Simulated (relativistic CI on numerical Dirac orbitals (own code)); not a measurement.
**One change at a time: Si XI**

Base calculation: Dirac-Coulomb-Breit CI, separate exchange-only KLI orbitals for each configuration, model QED (radiative potential, 1s self-energy scaled to tabulated hydrogen-like ionisation energies), unscaled Slater integrals.

CI space (outside the closed core 1s2): 2s2, 2s 2p, 2p2, 2p 3s, 2p 3p, 2s 3s, 2s 3p, 2s 3d, 2s 4s, 2s 4p, 2s 4d, 2s 4f, 3s2, 3s 3p, 3p2. Levels of other configurations are missing.

Variants: (1) QED terms removed; (2) Breit term removed. Shifts of the energy above 2s2 1S_0, in cm⁻¹, for the lowest level and the first level of each name with at least 55 % of one term (blank where a level changes its place among those of its configuration and J or its character, or is not in the variant):

| Level | Base | Δ(1) | Δ(2) |
| --- | --- | --- | --- |
| 2s2 1S_0 | 0 | 0 | 0 |
| 2s 2p 3P°_0 | 170962 | +370 | -551 |
| 2s 2p 3P°_1 | 173283 | +363 | -244 |
| 2s 2p 3P°_2 | 178412 | +349 | +150 |
| 2s 2p 1P°_1 | 342894 | +362 | -95 |
| 2p2 3P_0 | 446516 | +774 | -683 |
| 2p2 3P_1 | 449307 | +766 | -500 |
| 2p2 3P_2 | 453764 | +753 | +94 |
| 2p2 1D_2 | 502499 | +757 | -61 |
| 2p2 1S_0 | 622069 | +715 | -520 |
| 2s 3s 3S_1 | 2208385 | +232 | +463 |
| 2s 3s 1S_0 | 2240280 | +240 | +427 |
| 2s 3p 1P°_1 | 2288392 | +359 | +418 |
| 2s 3p 3P°_0 | 2290569 | +337 | +265 |
| 2s 3p 3P°_1 | 2291503 | +336 | +399 |
| 2s 3p 3P°_2 | 2292673 | +331 | +471 |
| 2s 3d 3D_1 | 2331924 | +336 | +545 |
| 2s 3d 3D_2 | 2332175 | +334 | +601 |
| 2s 3d 3D_3 | 2332598 | +333 | +637 |
| 2s 3d 1D_2 | 2365440 | +335 | +566 |
| 2p 3s 3P°_0 | 2425513 | +656 | -63 |
| 2p 3s 3P°_1 | 2427798 | +650 | +118 |

At this charge energies of transitions that change n are usually good to better than 1 %, and those within a shell (Δn = 0) to a few per cent.

Ionisation energy from the two ground configurations alone: base 471.54 eV. The NIST ASD value (semi-empirical) is 476.273 eV.
